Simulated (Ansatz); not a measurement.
Geometry optimisation, Ansatz 0.2.0, RKS B3LYP/def2-mTZVP.

input.yaml

```yaml
crystal:
  periodic: [false, false, false]
  atoms:
    - { symbol: Si, position_ang: [-0.238493, 0.471015, -0.261153] }
    - { symbol: "N", position_ang: [1.47973, 0.184141, -0.66146] }
    - { symbol: O, position_ang: [-0.095942, 1.757329, 0.781071] }
    - { symbol: H, position_ang: [0.863826, 1.902621, 0.795771] }
    - { symbol: H, position_ang: [-0.98518, 0.878509, -1.476452] }
    - { symbol: C, position_ang: [-1.045303, -0.997128, 0.566611] }
    - { symbol: H, position_ang: [1.790592, 0.409964, -1.599153] }
    - { symbol: H, position_ang: [1.89364, -0.698452, -0.385534] }
    - { symbol: H, position_ang: [-2.011504, -0.715532, 0.992143] }
    - { symbol: H, position_ang: [-0.431806, -1.379019, 1.386225] }
    - { symbol: H, position_ang: [-1.219458, -1.813447, -0.138169] }
basis:
  gaussian: { orbitals: def2-mTZVP }
hamiltonian:
  xc: b3lyp
relax:
  f_tol: 0.03
  max_steps: 50
```

Launched with:

```bash
$ ansatz run input.yaml --threads 2 --pin off --max-ram 3072MiB --backend cpu --events-out ev --progress --plain --runs-dir out
```

Q: Where does it end, and by what steps?

A: The run converged. After 14 steps the energy has fallen by 0.180 eV; H4 moved furthest, 0.53 Å.

```json
{"step": "0", "energy less start (eV)": "0.0000", "largest force component (eV/Å)": "0.932", "accepted": "yes"}
{"step": "1", "energy less start (eV)": "-0.0661", "largest force component (eV/Å)": "0.627", "accepted": "yes"}
{"step": "2", "energy less start (eV)": "-0.1135", "largest force component (eV/Å)": "0.861", "accepted": "yes"}
{"step": "3", "energy less start (eV)": "-0.1293", "largest force component (eV/Å)": "0.563", "accepted": "yes"}
{"step": "4", "energy less start (eV)": "-0.1268", "largest force component (eV/Å)": "0.481", "accepted": "no"}
{"step": "5", "energy less start (eV)": "-0.1401", "largest force component (eV/Å)": "0.113", "accepted": "yes"}
{"step": "6", "energy less start (eV)": "-0.1477", "largest force component (eV/Å)": "0.123", "accepted": "yes"}
{"step": "7", "energy less start (eV)": "-0.1517", "largest force component (eV/Å)": "0.153", "accepted": "yes"}
{"step": "8", "energy less start (eV)": "-0.1625", "largest force component (eV/Å)": "0.611", "accepted": "yes"}
{"step": "9", "energy less start (eV)": "-0.1774", "largest force component (eV/Å)": "0.108", "accepted": "yes"}
{"step": "10", "energy less start (eV)": "-0.1788", "largest force component (eV/Å)": "0.041", "accepted": "yes"}
{"step": "11", "energy less start (eV)": "-0.1794", "largest force component (eV/Å)": "0.086", "accepted": "yes"}
{"step": "12", "energy less start (eV)": "-0.1797", "largest force component (eV/Å)": "0.080", "accepted": "yes"}
{"step": "13", "energy less start (eV)": "-0.1795", "largest force component (eV/Å)": "0.071", "accepted": "no"}
{"step": "14", "energy less start (eV)": "-0.1799", "largest force component (eV/Å)": "0.011", "accepted": "yes"}
```

```xyz
11
Properties=species:S:1:pos:R:3
Si -0.122 0.413 -0.230
N 1.391 -0.103 -0.874
O -0.010 1.548 0.990
H 0.539 2.322 0.816
H -0.831 0.987 -1.402
C -1.060 -0.994 0.564
H 1.761 0.266 -1.737
H 2.103 -0.570 -0.330
H -1.994 -0.643 1.008
H -0.477 -1.459 1.363
H -1.300 -1.768 -0.168
```

Whether the end is a true minimum wasn't checked by a vibrational analysis.

The run took 35 s on 2 threads of Arm Neoverse V2 (shared host), peak memory 0.21 GiB.
